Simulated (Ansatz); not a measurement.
```
atom   x (Å)    y (Å)    z (Å)
   S  0.0000   0.0000  -0.3416
   O  0.0000   1.1504   0.3416
   O  0.0000  -1.1504   0.3416
```

Basis set: 6-31G* (spherical functions). Frozen core: 7 orbitals. Charge 0, multiplicity 1.

Computed with Ansatz (development build ahead of 0.2.0); each method stands on the lowest determinant of its kind that the runs found. Restricted open shells among the atoms or ions are ROHF, correlated in semicanonical orbitals with singles.

(1) Give the atomization energy at this shape (free ground-state atoms in the same class of orbitals less the molecule, no zero-point energy) of singlet SO2 by RHF-MP2, RHF.

Results:

(1)

| method | atomization energy |
| --- | --- |
| RHF-MP2 | 195.51 kcal/mol |
| RHF | 73.31 kcal/mol |

Caution: no unrestricted run beside it, a lower state can exist; the shape is not the minimum.
